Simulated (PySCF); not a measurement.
Species: C7H11FO.
SMILES with atom numbers: `[CH3:1][CH2:2][C@@H:3]1[CH2:4][CH2:5][C@@H:6]1[C:7](=[O:8])[F:9]` (hydrogens: H10, H11, H12 on C1; H13, H14 on C2; H15 on C3; H16, H17 on C4; H18, H19 on C5; H20 on C6)

The same species was optimised twice, with GFN2-xTB and with PBE0-D3(BJ)/def2-SVP (PySCF), and the same property calculations (PySCF, gas phase) were run on both structures.

```tsv
coordinate	GFN2-xTB	PBE0-D3(BJ)/def2-SVP	change
C7–F9 (Å)	1.369	1.353	-0.016
C6–C7 (Å)	1.484	1.492	+0.008
C5–C6 (Å)	1.542	1.549	+0.007
C3–C4 (Å)	1.538	1.543	+0.005
C2–C3 (Å)	1.521	1.516	-0.005
C1–C2 (Å)	1.525	1.521	-0.004
C4–C5 (Å)	1.535	1.538	+0.003
C3–C6 (Å)	1.562	1.565	+0.003
C7=O8 (Å)	1.182	1.183	+0.001
C2–C3–C4 (°)	117.5	120.0	+2.5
C2–C3–C6 (°)	118.1	120.1	+2.0
C1–C2–C3 (°)	110.8	112.5	+1.7
O8–C7–F9 (°)	118.4	119.7	+1.3
C6–C7–O8 (°)	129.3	128.4	-0.9
C3–C6–C5 (°)	88.5	87.7	-0.8
C3–C4–C5 (°)	89.6	88.8	-0.8
C5–C6–C7 (°)	115.7	115.1	-0.6
C1–C2–C3–C4 (°)	-74	-69	+5
C5–C6–C7–O8 (°)	152	144	-8
```

Rotational constants: A = 2247, B = 1296, C = 1023 MHz (GFN2-xTB) against A = 2283, B = 1268, C = 1018 MHz (PBE0-D3(BJ)/def2-SVP). Point groups within 0.08 Å: C1 and C1.

On the GFN2-xTB structure: HOMO (eV) -8.48 [PBE0/pcSseg-1]; LUMO (eV) -0.41 [PBE0/pcSseg-1]; dipole (D) 3.30 [PBE0/pcSseg-1]; GIAO shielding of C1 (ppm) 174.1 [PBE0/pcSseg-1]; GIAO shielding of C2 (ppm) 156.5 [PBE0/pcSseg-1]; GIAO shielding of C3 (ppm) 147.2 [PBE0/pcSseg-1]; GIAO shielding of C4 (ppm) 160.1 [PBE0/pcSseg-1]; GIAO shielding of C5 (ppm) 167.2 [PBE0/pcSseg-1]; GIAO shielding of C6 (ppm) 144.3 [PBE0/pcSseg-1]; GIAO shielding of C7 (ppm) 14.2 [PBE0/pcSseg-1]; GIAO shielding of O8 (ppm) -131.0 [PBE0/pcSseg-1].

Question: What do these properties become on the PBE0-D3(BJ)/def2-SVP structure?

Answer: 
```tsv
property	level	on GFN2-xTB	on PBE0-D3(BJ)/def2-SVP	change
HOMO (eV)	PBE0/pcSseg-1	-8.48	-8.48	0.00
LUMO (eV)	PBE0/pcSseg-1	-0.41	-0.38	+0.03
dipole (D)	PBE0/pcSseg-1	3.30	3.24	-0.06
energy, GFN2-xTB geometry as zero (kcal/mol)	PBE0/pcSseg-1	0.0	-1.0	-1.0
GIAO shielding of C1 (ppm)	PBE0/pcSseg-1	174.1	172.1	-2.0
GIAO shielding of C2 (ppm)	PBE0/pcSseg-1	156.5	156.6	+0.1
GIAO shielding of C3 (ppm)	PBE0/pcSseg-1	147.2	144.0	-3.2
GIAO shielding of C4 (ppm)	PBE0/pcSseg-1	160.1	156.8	-3.3
GIAO shielding of C5 (ppm)	PBE0/pcSseg-1	167.2	163.2	-4.0
GIAO shielding of C6 (ppm)	PBE0/pcSseg-1	144.3	140.2	-4.1
GIAO shielding of C7 (ppm)	PBE0/pcSseg-1	14.2	13.4	-0.8
GIAO shielding of O8 (ppm)	PBE0/pcSseg-1	-131.0	-131.4	-0.4
```

The heavy atoms differ by 0.087 Å rms after alignment. Among bonds between heavy atoms C7–F9 changes most (-0.016 Å). Changes are differences of the printed values. Neither structure is proved a minimum here.

Conformer computed: `[CH3:1][CH2:2][C@@H:3]1[CH2:4][CH2:5][C@@H:6]1[C:7](=[O:8])[F:9]`: C1–C2–C3–C4 -69°, C5–C6–C7–O8 144°.
